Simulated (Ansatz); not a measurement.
Ansatz (a quantum-chemistry and plane-wave program) input (CCSD(T)/aug-cc-pV(Q+d)Z):
A basis named .json is the Basis Set Exchange file of that set.

Ansatz 0.2 input:
```yaml
crystal:
  periodic: [false, false, false]
  atoms:
    - {symbol: C, position_ang: [-1.55149257, 0.16595615, 0.16074358]}
    - {symbol: Si, position_ang: [0.22174513, -0.40577831, 0.17110351]}
    - {symbol: N, position_ang: [1.23842245, 0.79991366, -0.60193706]}
    - {symbol: H, position_ang: [-1.65418994, 1.11094005, 0.69738178]}
    - {symbol: H, position_ang: [-2.20248089, -0.57000894, 0.63741576]}
    - {symbol: H, position_ang: [-1.90051002, 0.31871737, -0.86218003]}
    - {symbol: H, position_ang: [0.36501852, -1.69544334, -0.56074864]}
    - {symbol: H, position_ang: [0.70093320, -0.61506360, 1.56607633]}
    - {symbol: H, position_ang: [2.22679560, 0.53662235, -0.62429643]}
basis:
  gaussian:
    orbitals: aug-cc-pV_Q+d_Z.json
magnetization: {spin_polarized: true, initial_magnetization: 1}
correlation: {method: ccsd_t, electrons: outside_noble_gas}
```

Output:

```
Functional definition: HF
integrals: 24.23 GiB planned
3108 factors; integrals over basis functions are off by at most 7.9e-4 eV
5.98 GiB of device memory are held for the factors and their scratch space
mean field: 6.08 GiB planned
mean field evaluation 1: about -10465.1326 eV, gradient 2.9e1 eV
mean field evaluation 2: about -10465.1323 eV, gradient 2.9e1 eV
mean field evaluation 4: about -10470.4309 eV, gradient 3.7e0 eV
mean field evaluation 8: about -10470.6709 eV, gradient 2.6e-1 eV
mean field evaluation 16: about -10470.6417 eV, gradient 1.2e0 eV
mean field evaluation 32: about -10469.5478 eV, gradient 4.8e-4 eV
mean field evaluation 64: about -10469.5478 eV, gradient 6.9e-4 eV
mean field evaluation 96: about -10469.5481 eV, gradient 3.1e-2 eV
mean field -10470.67225772 eV, -384.7901081945 hartree, gradient 2.3e-6 eV, S^2 0.759692; 5 other end points of the search recorded, 0 dependent functions left out
determinant -10470.67225772 eV, -384.7901081945 hartree, with singles and doubles -10486.21082399 eV, -385.3611399727 hartree
determinant -10469.54775285 eV, -384.7487834030 hartree, with singles and doubles -10485.11340598 eV, -385.3208106047 hartree
7 core orbitals not correlated
reference -10470.67225772 eV, -384.7901081945 hartree; 10, 9 occupied and 508, 509 virtual orbitals, 3108 factors
second order -14.02908894 eV of doubles, -0.00000000 eV of singles
coupled cluster: 45.23 GiB planned
cycle   1  -15.05319113 eV  change    -1.6e0 eV  update   2.9e-2
cycle   2  -15.10342922 eV  change   -5.0e-2 eV  update   6.8e-3
cycle   3  -15.10309666 eV  change    3.3e-4 eV  update   3.3e-3
cycle   4  -15.10341926 eV  change   -3.2e-4 eV  update   1.4e-3
cycle   5  -15.10449534 eV  change   -1.1e-3 eV  update   7.6e-4
cycle   6  -15.10483845 eV  change   -3.4e-4 eV  update   3.8e-4
cycle   7  -15.10496545 eV  change   -1.3e-4 eV  update   1.7e-4
cycle   8  -15.10502603 eV  change   -6.1e-5 eV  update   6.1e-5
cycle   9  -15.10501341 eV  change    1.3e-5 eV  update   2.2e-5
cycle  10  -15.10499965 eV  change    1.4e-5 eV  update   8.5e-6
perturbative correction -0.56403334 eV, -0.0207278428 hartree
Total energy: -10486.34129070 eV, -385.3659345358 hartree
```

It need not be the lowest isomer of its formula.
